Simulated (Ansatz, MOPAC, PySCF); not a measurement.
Pair of molecules: HF (SMILES F) (first 2 atoms) with AsH3 (SMILES [AsH3]); geometry from B3LYP-D3(BJ)/def2-TZVP, rigid monomers moved along the line of their centres of mass till H2···As3 is 2.75 Å.
(charge 0, multiplicity 1):
```xyz
6

F      0.3919    -0.7698    -0.4188
H      0.3315    -0.4354     0.4541
As     0.1560     0.5504     3.0197
H      1.3328     1.2092     3.7162
H     -0.1945    -0.3306     4.2049
H     -0.8245     1.6442     3.4014
```

Interaction energies are E(AB) − E(A) − E(B) at the monomers' geometry in the complex; basis-set methods are counterpoise corrected. Rows marked so take none.

Rows in 6-31G* carry no dispersion term and start afresh at each structure (6-31G* with six Cartesian d functions); the Pople sets are all-electron and without relativity. The state reached by AM1, PM6 isn't checked.

Run with Ansatz (Gaussian orbitals); MOPAC for AM1, PM6 (differences of heats of formation); PySCF for 6-31G* rows, the dispersion terms. Values without a source in brackets are computed.

Q: One of these levels gives -3.40 kcal/mol for the interaction energy. Name it.
(A) BP86/6-31G* (no counterpoise)
(B) AM1
(C) PBE-D3(BJ)/def2-TZVPPD
(D) PM6

A: A, BP86/6-31G* (no counterpoise). The others give 0.00 (AM1), 0.41 (PM6), -4.55 (PBE-D3(BJ)/def2-TZVPPD)

Ansatz is a program for electronic structure.
